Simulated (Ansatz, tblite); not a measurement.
Forces on the cluster K3S2 at its r2SCAN-D4/def2-SVP geometry. Charge 0, multiplicity 2.

The xTB rows come from tblite. The structure comes from a short search, and lower isomers may exist.

GFN1-xTB (tblite), largest force 0.49 eV/Å:

```xyz
5
positions Å, forces eV/Å
K    -0.352   -1.138    2.076    0.072    0.234   -0.426
K    -0.444    2.345   -0.171    0.091   -0.482    0.036
K     0.796   -1.207   -1.907   -0.163    0.248    0.393
S     1.640    0.344    0.468   -0.172   -0.036   -0.050
S    -1.640   -0.344   -0.466    0.171    0.036    0.048
```

GFN2-xTB (tblite), largest force 0.22 eV/Å:

```
K -0.016 -0.053 0.096
K -0.020 0.108 -0.008
K 0.037 -0.055 -0.087
S 0.211 0.044 0.059
S -0.212 -0.044 -0.061
```

PBE-D4/def2-TZVP (Ansatz), largest force 0.04 eV/Å:

```
K 0.004 0.012 -0.022
K 0.005 -0.026 0.003
K -0.008 0.014 0.023
S -0.033 -0.007 -0.012
S 0.032 0.007 0.008
```
